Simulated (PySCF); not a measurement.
CH₅FOSi, SMILES C[SiH](O)F. Heavy atoms are numbered as in [SiH:1]([CH3:2])([OH:3])[F:4]. Hydrogens are named by the atom that carries them.

The structure is a stationary point at B3LYP-D3(BJ)/def2-SVP. One conformer was computed; it need not be the lowest.

Computed with B3LYP/pcSseg-1 (PySCF).

GIAO shieldings, no solvent; atoms alike by connectivity are averaged. δ = σ(ref) − σ: ²⁹Si against TMS (σ = 338.7 ppm); ¹³C against TMS (σ = 181.3 ppm); ¹⁷O against H2O (σ = 333.8 ppm); ¹⁹F against CFCl3 (σ = 161.7 ppm); ¹H against TMS (σ = 31.68 ppm), references at their B3LYP-D3(BJ)/def2-TZVP geometries, non-relativistic.

```
nucleus      atoms  count  δ (ppm)
-------  ---------  -----  -------
²⁹Si     Si1 (SiH)      1     -7.3
¹³C       C2 (CH3)      1      2.5
¹⁷O        O3 (OH)      1     67.0
¹⁹F             F4      1   -157.5
¹H        H on Si1      1     4.96
¹H         H on O3      1     2.26
¹H         H on C2      3     0.50
```
